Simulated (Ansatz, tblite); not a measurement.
Cost and result up the ladder for `CC(=O)SCCCCCCCCCCCOc1ccccc1` (52 atoms). Charge 0, multiplicity 1. Geometry: PBE-D4/def2-SVP.

Cartesian coordinates in Å:
```
C 6.3327 -0.9549 -5.7330
C 5.3988 -0.7243 -4.5642
O 4.7101 0.2705 -4.4279
S 5.4045 -2.0918 -3.3886
C 4.2366 -1.4135 -2.1596
C 4.9135 -0.5467 -1.0949
C 3.9300 0.0306 -0.0664
C 2.9275 1.0396 -0.6372
C 1.9944 1.6319 0.4230
C 1.0236 2.7000 -0.1019
C 0.0852 2.2425 -1.2324
C -0.7554 0.9939 -0.9302
C -1.6900 1.1264 0.2766
C -2.5514 -0.1170 0.5076
C -3.4796 0.0189 1.7045
O -4.2260 -1.1855 1.8272
C -5.1477 -1.2913 2.8237
C -5.4149 -0.2845 3.7749
C -6.3926 -0.5047 4.7605
C -7.1059 -1.7094 4.8140
C -6.8335 -2.7096 3.8623
C -5.8650 -2.5072 2.8753
H 7.0900 -0.1438 -5.7504
H 5.7521 -0.8813 -6.6756
H 6.8444 -1.9351 -5.6855
H 3.7204 -2.2873 -1.7107
H 3.4994 -0.8277 -2.7458
H 5.6890 -1.1488 -0.5757
H 5.4481 0.2840 -1.6043
H 3.3766 -0.8017 0.4265
H 4.5135 0.5201 0.7444
H 2.3226 0.5548 -1.4336
H 3.4824 1.8598 -1.1468
H 1.4239 0.8066 0.9065
H 2.6077 2.0773 1.2375
H 0.4214 3.0837 0.7504
H 1.6089 3.5732 -0.4656
H -0.5956 3.0846 -1.4874
H 0.6790 2.0551 -2.1529
H -0.0885 0.1158 -0.7766
H -1.3624 0.7459 -1.8285
H -1.0953 1.3346 1.1939
H -2.3459 2.0160 0.1360
H -1.9043 -1.0077 0.6610
H -3.1654 -0.3331 -0.3934
H -2.8940 0.2074 2.6363
H -4.1679 0.8875 1.5703
H -4.8698 0.6686 3.7565
H -6.5936 0.2874 5.4985
H -7.8690 -1.8712 5.5895
H -7.3848 -3.6623 3.8901
H -5.6378 -3.2761 2.1224
```

Ansatz on 2 threads of AMD EPYC 7R13 on a shared host and a share (18 GiB) of an NVIDIA H100 80GB HBM3; xTB runs through tblite on one thread. Times are rough, summed over both states, and most runs start from the orbitals of an earlier one. B2PLYP/def2-TZVP serves as the yardstick here, not as an exact answer. The other state is a doublet.

The xTB rows come from tblite. Correlated methods freeze 26 core orbitals. Single mean-field runs in def2-TZVP are fitted with def2-universal-jkfit.

Run but left out: PBE-D4/def2-TZVP (charge +1 doublet: an occupied level 0.00 eV above an empty one).

Correlated methods converge slowly with the basis.

Raw xTB energies of ions are shifted by several eV.

| level | functions | vertical IE (eV) | difference from B2PLYP/def2-TZVP (eV) |
| --- | --- | --- | --- |
| GFN2-xTB | 123 | 12.07 | 3.99 |
| GFN1-xTB | 153 | 13.15 | 5.07 |
| B2PLYP/def2-TZVP (with forces) | 868 | 8.08 | 0.00 |
| PBE0-D4/def2-TZVP (with forces) | 868 | 7.84 | -0.23 |

Question: Estimate how long each takes.

Answer: GFN2-xTB 0.2 s; GFN1-xTB 0.43 s; PBE0-D4/def2-TZVP (with forces) 13 s; B2PLYP/def2-TZVP (with forces) 25 s. On shared hardware such times vary by a factor of up to 3.
